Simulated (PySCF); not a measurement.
H₅BO₂SSi, singlet, geometry from GFN2-xTB; CASSCF(8,8)/STO-3G (PySCF).

Input for PySCF:
```python
from pyscf import gto, scf, mcscf
import numpy

mol = gto.M(
    atom='''
Si    1.672695    0.784511   -0.146090
S     0.482853   -1.005924    0.007585
B    -1.120395   -0.180053    0.083907
O    -2.306946   -0.813244    0.190634
O    -1.080804    1.173101    0.026567
H     1.304617    1.485607   -1.367641
H     1.470258    1.583374    1.053928
H     3.010789    0.214887   -0.214620
H    -2.295714   -1.768394    0.228428
H    -1.929347    1.617558    0.066665
''',
    basis='sto-3g',
    charge=0,
    spin=0,
    verbose=4,
)

mf = scf.RHF(mol)
mf.kernel()
mc = mcscf.CASSCF(mf, 8, 8)
mc.fix_spin_(ss=0.0)
mc.kernel()
occ = numpy.linalg.eigvalsh(mc.fcisolver.make_rdm1(mc.ci, mc.ncas, mc.nelecas))[::-1]
ss = mc.fcisolver.spin_square(mc.ci, mc.ncas, mc.nelecas)[0]
print('natural occupations', occ.round(4), ' <S^2>', round(ss, 4))
```

It wrote (shortened):

```
PySCF version 2.14.0

[INPUT] verbose = 4
[INPUT] num. atoms = 10
[INPUT] num. electrons = 56
[INPUT] charge = 0
[INPUT] spin (= nelec alpha-beta = 2S) = 0
[INPUT] symmetry False subgroup None
[INPUT] Mole.unit = angstrom
[INPUT] Symbol           X                Y                Z      unit          X                Y                Z       unit  Magmom
[...]
nuclear repulsion = 279.088410686456
number of shells = 24
number of NR pGTOs = 114
number of NR cGTOs = 38
basis = sto-3g
ecp = {}

******** <class 'pyscf.scf.hf.RHF'> ********
method = RHF
initial guess = minao
damping factor = 0
level_shift factor = 0
DIIS = <class 'pyscf.scf.diis.CDIIS'>
diis_start_cycle = 1
diis_space = 8
diis_damp = 0
SCF conv_tol = 1e-09
SCF conv_tol_grad = None
SCF max_cycles = 50
direct_scf = True
direct_scf_tol = 1e-13
Set gradient conv threshold to 3.16228e-05
Initial guess from minao.
init E= -854.182908503289
[...]
cycle= 1 E= -853.785540856  delta_E= 0.397  |g|= 0.553  |ddm|= 3.76
[...]
cycle= 2 E= -853.895604766373  delta_E= -0.11  |g|= 0.144  |ddm|= 0.934
[...]
cycle= 3 E= -853.902391824059  delta_E= -0.00679  |g|= 0.0271  |ddm|= 0.202
[...]
cycle= 4 E= -853.902771582927  delta_E= -0.00038  |g|= 0.00304  |ddm|= 0.0596
[...]
cycle= 5 E= -853.902778022837  delta_E= -6.44e-06  |g|= 0.00084  |ddm|= 0.00751
[...]
cycle= 6 E= -853.902778707413  delta_E= -6.85e-07  |g|= 0.000263  |ddm|= 0.00259
[...]
cycle= 7 E= -853.902778776167  delta_E= -6.88e-08  |g|= 3.59e-05  |ddm|= 0.000999
[...]
cycle= 8 E= -853.902778777447  delta_E= -1.28e-09  |g|= 9.34e-06  |ddm|= 0.000127
[...]
cycle= 9 E= -853.902778777518  delta_E= -7.07e-11  |g|= 1.68e-06  |ddm|= 3.39e-05
[...]
Extra cycle  E= -853.902778777521  delta_E= -3.41e-12  |g|= 6.9e-07  |ddm|= 3.53e-06
converged SCF energy = -853.902778777521

******** <class 'pyscf.mcscf.mc1step.CASSCF'> ********
CAS (4e+4e, 8o), ncore = 24, nvir = 6
max_cycle_macro = 50
max_cycle_micro = 4
conv_tol = 1e-07
conv_tol_grad = None
orbital rotation max_stepsize = 0.02
orbital rotation threshold for CI restart = 0.01
augmented hessian ah_max_cycle = 30
augmented hessian ah_conv_tol = 1e-12
augmented hessian ah_linear dependence = 1e-14
augmented hessian ah_level shift = 1e-08
augmented hessian ah_start_tol = 2.5
augmented hessian ah_start_cycle = 3
augmented hessian ah_grad_trust_region = 3
kf_trust_region = 3
kf_interval = 4
ci_response_space = 4
ci_grad_trust_region = 3
with_dep4 0
natorb = False
canonicalization = True
sorting_mo_energy = False
[...]
CASCI E = -853.922872256969  S^2 = 0.0000000
[...]
               |grad[o]|=0.00376  |grad[c]|=0.012  |ddm|=0.00207  |maxRot[o]|=0.0263
macro iter  41 ( 16 JK    4 micro), CASSCF E = -853.958644404972  dE =  2.42267750e-04  S^2 = 0.0000000
               |grad[o]|=0.00313  |grad[c]|=0.0132  |ddm|=0.00256  |maxRot[o]|=0.0219
macro iter  42 ( 20 JK    4 micro), CASSCF E = -853.959190280385  dE = -5.45875413e-04  S^2 = 0.0000000
               |grad[o]|=0.00383  |grad[c]|=0.00457  |ddm|=0.00244  |maxRot[o]|=0.0365
macro iter  43 ( 14 JK    4 micro), CASSCF E = -853.959248004596  dE = -5.77242105e-05  S^2 = 0.0000000
               |grad[o]|=0.00198  |grad[c]|=0.00558  |ddm|=0.00298  |maxRot[o]|=0.0151
macro iter  44 ( 15 JK    4 micro), CASSCF E = -853.959305441756  dE = -5.74371603e-05  S^2 = 0.0000000
               |grad[o]|=0.00195  |grad[c]|=0.00802  |ddm|=0.00241  |maxRot[o]|=0.0143
macro iter  45 ( 13 JK    4 micro), CASSCF E = -853.959267015148  dE =  3.84266079e-05  S^2 = 0.0000000
               |grad[o]|=0.00159  |grad[c]|=0.00673  |ddm|=0.00208  |maxRot[o]|=0.0072
macro iter  46 ( 16 JK    4 micro), CASSCF E = -853.959364580646  dE = -9.75654983e-05  S^2 = 0.0000000
               |grad[o]|=0.00187  |grad[c]|=0.00209  |ddm|=0.00226  |maxRot[o]|=0.0148
macro iter  47 ( 14 JK    4 micro), CASSCF E = -853.959390593983  dE = -2.60133370e-05  S^2 = 0.0000000
               |grad[o]|=0.00118  |grad[c]|=0.00245  |ddm|=0.00205  |maxRot[o]|=0.0179
macro iter  48 ( 17 JK    4 micro), CASSCF E = -853.959290609507  dE =  9.99844760e-05  S^2 = 0.0000000
               |grad[o]|=0.00117  |grad[c]|=0.00423  |ddm|=0.00279  |maxRot[o]|=0.0432
macro iter  49 ( 21 JK    4 micro), CASSCF E = -853.959328855155  dE = -3.82456479e-05  S^2 = 0.0000000
               |grad[o]|=0.00217  |grad[c]|=0.00757  |ddm|=0.00137  |maxRot[o]|=0.062
macro iter  50 ( 17 JK    4 micro), CASSCF E = -853.959362600238  dE = -3.37450828e-05  S^2 = 0.0000000
               |grad[o]|=0.00186  |grad[c]|=0.00348  |ddm|=0.000901  |maxRot[o]|=0.0135
1-step CASSCF not converged,  50 macro (754 JK 170 micro) steps
CASSCF canonicalization
Density matrix diagonal elements [1.98177931 1.97663308 1.97779925 1.98024392 0.02176361 0.02546289
 0.01733703 0.01898093]
CASSCF energy = -853.959362600238
CASCI E = -853.959362600238  E(CI) = -14.3778664544013  S^2 = 0.0000000
natural occupations [1.9839 1.982  1.9803 1.9742 0.0253 0.0199 0.0184 0.016 ]  <S^2> 0.0
```

Convergence was not reached.
